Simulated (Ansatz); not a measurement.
Reaction (redistribution): `FCBCl` + `[GeH3][SeH]` → `ClB[SeH]` + `F[CH2][GeH3]`

Computed with Ansatz on PBE0-D4/def2-TZVP structures; ΔE is electronic, products minus reactants. CCSD(T)/CBS adds triple-zeta CCSD(T) − MP2 to the extrapolated MP2 energy (def2 sets, frozen cores). Functionals use def2-TZVPP. For Ge, Se outer-core shells are correlated without core-valence functions, which leaves a few kJ/mol of doubt a bond. Scalar relativity is left out up to krypton. One conformer a species, not always the lowest.

Question: Is it downhill or uphill in electronic energy at CCSD(T)/CBS, and by how much? (Estimate.)

Answer: The calculation gave: Uphill: ΔE = +7.0 kJ/mol.

Question: What do these levels give: r2SCAN-D4, ωB97M-V, B2PLYP, BLYP, r2SCANh, HF/CBS(def2)? (Estimate.)

Answer: The calculation gave: r2SCAN-D4 10.8, ωB97M-V 15.2, B2PLYP 11.6, BLYP 10.6, r2SCANh 12.6, HF/CBS(def2) 30.1 kJ/mol.

Largest T1 diagnostic among the species: 0.012.

From PBE to PBE0 (25 % exact exchange), in def2-TZVPP and without D4, ΔE moves by +5.6 kJ/mol. Leaving LDA and LC-ωPBE aside and taking each functional with its dispersion term where it has one, the values, not all of them listed here, spread over 14.5 kJ/mol, from revPBE-D4 to BHLYP-D4. In def2-TZVPP, CCSD(T) changes the Hartree–Fock value by −22.8 kJ/mol (the triples alone add −3.6 kJ/mol) and MP2 by −24.6 kJ/mol.
